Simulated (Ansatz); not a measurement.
Harmonic frequencies (cm⁻¹) at PBE0-D4/def2-TZVP from Ansatz: 148, 157, 352, 526, 645, 712, 779, 878, 1260, 1434, 1441, 2183, 3046, 3131, 3151.

Which molecule is it?
A. `[CH3][SnH][Br]`•
B. `C[SiH]I`•
C. `[CH2][SiH](O)Cl`•
D. `C#C[SiH2]`•

B.
